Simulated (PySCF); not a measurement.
A species of formula C6H14NP has this rotational fingerprint, computed with PBE0/pcSseg-1 in PySCF (dipole) on a GFN2-xTB geometry, gas phase:

* Rotational constants: A = 1892, B = 1502, C = 1073 MHz
* Dipole components: |μa| = 0.47 D, |μb| = 0.42 D, |μc| = 1.33 D
* Inertial defect: -132.62 u·Å²
* κ: 0.05

Question: Which candidate fits, each taken in the one conformer that was computed?
A. `[CH3:1][N:2]=[P:3]1([CH3:4])[CH2:5][CH2:6][CH2:7][CH2:8]1` with N2–P3–C5–C6 148°, P3–C5–C6–C7 -40°, C5–C6–C7–C8 50°, C6–C7–C8–P3 -36°
B. `[CH2:1]=[CH:2][P:3]([CH2:4][CH3:5])[N:6]([CH3:7])[CH3:8]` with C1–C2–P3–C4 -141°, C2–P3–C4–C5 175°, C2–P3–N6–C7 -60°
C. `[CH3:1][CH2:2]/[CH:3]=[P:4]/[CH2:5][N:6]([CH3:7])[CH3:8]` with C1–C2–C3–P4 1°, C3–P4–C5–N6 44°, P4–C5–N6–C7 -165°

Answer: B. It is C=CP(CC)N(C)C, an asymmetric top, point group C1. The candidates at the same level (rigid rotor, commonest isotopes):

| SMILES | A (MHz) | B (MHz) | C (MHz) | μa (D) | μb (D) | μc (D) | Δ (u·Å²) | point group | rotor |
| --- | --- | --- | --- | --- | --- | --- | --- | --- | --- |
| C=CP(CC)N(C)C | 1892 | 1502 | 1073 | 0.47 | 0.42 | 1.33 | -132.62 | C1 | asymmetric top |
| CC/C=P/CN(C)C | 3612 | 803.8 | 770.5 | 0.95 | 1.08 | 0.37 | -112.67 | C1 | near-prolate asymmetric top |
| CN=P1(C)CCCC1 | 2358 | 1376 | 1186 | 3.30 | 0.16 | 0.04 | -155.29 | C1 | asymmetric top |

`CN=P1(C)CCCC1` has A 25 % too high; `CC/C=P/CN(C)C` has A 91 % too high. No structure here is proved a minimum.
